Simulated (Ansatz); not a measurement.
Abridged output of a molecular run in Ansatz:

```
Functional definition: HF
1607 factors; integrals over basis functions are off by at most 1.1e-3 eV
mean field evaluation 1: about -11388.1582 eV, gradient 3.5e1 eV
mean field evaluation 2: about -11388.3738 eV, gradient 3.5e1 eV
mean field evaluation 4: about -11392.3441 eV, gradient 4.5e0 eV
mean field evaluation 8: about -11392.4362 eV, gradient 2.4e-1 eV
mean field -11392.43673704 eV, -418.6643280152 hartree, gradient 1.0e-5 eV, S^2 0.000000; 0 other end points of the search recorded, 0 dependent functions left out
9 core orbitals not correlated: weight in the atoms' cores, before any rotation towards them, 1.000 or more for the frozen orbitals, at most 0.000 for the correlated occupied ones
reference -11392.43673704 eV, -418.6643280152 hartree; 13, 13 occupied and 256, 256 virtual orbitals, 1607 factors
second order -17.85675340 eV of doubles, -0.00000000 eV of singles
cycle   1  -18.93325636 eV  change    -1.1e0 eV  update   1.0e-1
cycle   2  -19.47532992 eV  change   -5.4e-1 eV  update   3.2e-2
cycle   3  -19.57687225 eV  change   -1.0e-1 eV  update   1.9e-2
cycle   4  -19.56953400 eV  change    7.3e-3 eV  update   7.3e-3
cycle   5  -19.56703680 eV  change    2.5e-3 eV  update   4.2e-3
cycle   6  -19.56737749 eV  change   -3.4e-4 eV  update   1.6e-3
cycle   7  -19.56716314 eV  change    2.1e-4 eV  update   5.4e-4
cycle   8  -19.56735482 eV  change   -1.9e-4 eV  update   2.0e-4
cycle   9  -19.56740843 eV  change   -5.4e-5 eV  update   6.3e-5
cycle  10  -19.56737863 eV  change    3.0e-5 eV  update   2.7e-5
perturbative correction -0.82294293 eV, -0.0302425948 hartree
Total energy: -11412.82705860 eV, -419.4136585114 hartree
```

Its atoms:

```xyz
13

Si   -0.546   -1.278   -1.856
B     0.986   -0.385   -0.892
B     0.553    0.370    0.419
C     0.141    0.356    1.926
C    -0.088    1.600    1.140
H    -1.865   -1.096   -1.187
H    -0.661   -0.727   -3.237
H    -0.292   -2.744   -1.961
H     2.075   -0.492   -1.372
H     0.949    0.336    2.651
H    -0.710   -0.259    2.199
H     0.558    2.455    1.313
H    -1.101    1.865    0.855
```

(1) Which basis set was used?
A. def2-QZVPP
B. cc-pV(Q+d)Z
C. def2-SVP
D. def2-TZVPP

(2) Write the keys of the input that set method, charge and spin (a neutral closed shell needs none for the last two).

Answers

(1) D. It gives 278 functions.

(2) 
```yaml
correlation: {method: ccsd_t}
```
